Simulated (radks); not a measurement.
Problem. Radial electron density D(r) = 4 pi r^2 rho(r) of an atom or ion with 15 electrons. Method: scalar-relativistic Kohn-Sham, PBE, spin-polarised, spherical densities, finite nucleus; Fermi nuclear charge, rms radius of each element as measured or else 0.836 A^(1/3) + 0.57 fm; computed with a radial shooting solver on a logarithmic mesh with Libxc functionals.

r (bohr)  D(r) (e/bohr)   spin D(r)
0.002865          3.859  -0.0000861
0.003179          4.602  -0.0000580
0.003556          5.545  0.00000277
0.003977          6.660    0.000114
0.004449          7.968    0.000304
0.004976          9.492    0.000618
0.005521          11.12     0.00108
0.006176          13.12     0.00184
0.006908          15.39     0.00303
0.007726          17.94     0.00484
0.008573          20.54     0.00734
0.009589          23.58      0.0113
0.01073           26.83      0.0172
0.012             30.23      0.0259
0.01342           33.68      0.0386
0.01489           36.82      0.0554
0.01665           40.01      0.0809
0.01863           42.84       0.117
0.02083           45.14       0.167
0.0233            46.75       0.237
0.02586           47.51       0.323
0.02892           47.49       0.446
0.03235           46.63       0.607
0.03618           45.07       0.811
0.04047           43.10        1.07
0.04491           41.24        1.35
0.05023           39.64        1.69
0.05618           38.93        2.07
0.06284           39.47        2.45
0.07029           41.41        2.79
0.07799           44.32        3.03
0.08724           48.17        3.14
0.09758           51.93        3.03
0.1091            54.58        2.68
0.1221            55.12        2.09
0.1355            53.17        1.39
0.1515            48.34       0.632
0.1695            41.27      0.0881
0.1895            33.17      0.0159
0.212             25.57       0.622
0.2352            20.14        1.85
0.2631            16.71        3.76
0.2943            15.64        5.93
0.3292            15.95        7.81
0.3653            16.30        8.84
0.4086            15.69        8.88
0.457             13.64        7.83
0.5111            10.48        6.04
0.5717            7.025        4.05
0.6344            4.247        2.46
0.7096            2.119        1.23
0.7936           0.8899       0.522
0.8877           0.3089       0.184
0.9929          0.08683      0.0524
1.102           0.02170      0.0133
1.232          0.003807     0.00239
1.378         0.0005030    0.000323

What is the nuclear charge?

Solution. Z = 38. The innermost maximum, from 1s, lies near gamma/Z bohr with gamma = sqrt(1 - (Z/c)^2) = 0.961, here 0.0253 bohr (found: 0.0273), and its height grows with Z. The density is that of the strontium ion Sr23+ in [Ne] 3s2 3p3; the configuration itself is not fixed sharply by these data, and Z only to a few units. D(r) has 3 maxima, at r = 0.0273, 0.118, 0.365 bohr, and minima at 0.0566, 0.299 bohr, inside which lie 2.06, 10.57 electrons.
